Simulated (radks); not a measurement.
Values are calculated unless marked as measured or tabulated.
Task: These are the eigenvalues of the occupied orbitals of an atom or ion with whole-number occupations (Ry). Level of theory: scalar-relativistic Kohn-Sham, BP86, spin-polarised, spherical densities, point nucleus (a radial shooting solver on a logarithmic mesh with Libxc functionals).

| orbital | eigenvalue |
|---|---|
| 1s up | -3073.915 |
| 1s down | -3073.915 |
| 2s up | -494.4116 |
| 2s down | -494.4098 |
| 2p up | -442.3651 |
| 2p down | -442.3638 |
| 3s up | -106.6096 |
| 3s down | -106.5582 |
| 3p up | -90.12647 |
| 3p down | -90.07533 |
| 3d up | -66.98149 |
| 3d down | -66.94120 |
| 4s up | -21.16761 |
| 4s down | -21.02096 |
| 4p up | -15.78384 |
| 4p down | -15.63556 |
| 4d up | -8.08648 |
| 4d down | -7.93608 |
| 5s up | -2.81537 |
| 5s down | -2.70069 |
| 5p up | -1.52497 |
| 5p down | -1.42317 |
| 6s up | -0.25568 |
| 5d up | -0.13050 |
| 4f up | -0.05510 |

Which element is it, and in what charge state? The configuration may be excited. Open shells, if any, are filled with parallel spins first.

Result: Z = 59, praseodymium, charge 0: Pr in [Xe] 4f3 6s1 5d1. The list shows which subshells hold electrons but not how many an open one holds; the 1s level, -1537 hartree, gives Z - s = 55.4 by -(Z - s)^2/2, which with screening and relativity narrows Z to a few neighbours, and the depths of the outer levels then fix element, charge and occupations together.
